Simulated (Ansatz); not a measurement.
Consider the homolysis of the C–O bond: `BOC[SiH2]Cl` → `[CH2][SiH2]Cl`• + `B[O]`•.

Program: Ansatz. Geometries: PBE0-D4/def2-TZVP. ΔE: electronic, gas phase. CCSD(T)/CBS adds triple-zeta CCSD(T) − MP2 to the extrapolated MP2 energy (def2 sets, frozen cores). This one scheme is used for every species. DFT in def2-TZVPP. No spin–orbit coupling; open shells (•) take unrestricted orbitals. Each species was taken in one conformer, which may not be the lowest.

| level | ΔE (kJ/mol) |
| --- | --- |
| PBE-D4 | 298.0 |
| r2SCAN-D4 | 278.0 |
| PBE0-D4 | 305.5 |
| ωB97X-V | 320.6 |
| PBE0 | 298.9 |
| HF/def2-QZVPP | 185.5 |
| SCS-MP2/def2-QZVPP | 364.7 |
| MP2/CBS(def2) | 381.3 |

(1) What does CCSD(T)/CBS give? (An estimate is asked.)

Largest T1 diagnostic among the species: 0.040.

## Answers

(1) The calculation gave: +330.2 kJ/mol. The listed levels differ from it by -32.2, -52.2, -24.7, -9.6, -31.3, -144.7, 34.5, 51.1 kJ/mol.

The D4 term adds +12.0 kJ/mol with B3LYP and +6.7 kJ/mol with PBE0; it sums over pairs of atoms, weighted by their polarisabilities, and B3LYP, whose exchange is more repulsive, gets the larger term. From PBE to PBE0 (25 % exact exchange), in def2-TZVPP and without D4, ΔE moves by +8.5 kJ/mol.

B3LYP here is the variant with VWN-RPA as its local correlation; programs differ in this.
